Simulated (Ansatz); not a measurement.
Correlation energies of `[Cl][Ti]([Cl])([Cl])[SeH]` by basis set

Z-matrix (Å, degrees):
```
Ti
Cl 1 2.161
Cl 1 2.171 2 112.5
Cl 1 2.171 2 112.6 3 124.2
Se 1 2.390 2 103.6 3 -117.9
H 5 1.475 1 88.6 2 -179.9
```

Total charge 0; spin multiplicity 1. Correlated methods include outer-core shells of Se, Ti, which these sets cover unevenly. Scalar relativity is left out up to krypton. All single points use the PBE0-D4/def2-TZVP geometry. It is one conformer, not always the lowest. Frozen core, restricted reference, Ansatz.

```
     basis      HF (Eh)  MP2 corr.  CCSD corr.       (T)  CCSD(T) total
  def2-SVP  -4626.69339   -0.96874    -0.97875  -0.05174    -4627.72388
def2-TZVPP  -4627.59530   -1.29249    -1.31588  -0.07901    -4628.99019
def2-QZVPP  -4627.69636   -1.68914           –         –              –
```
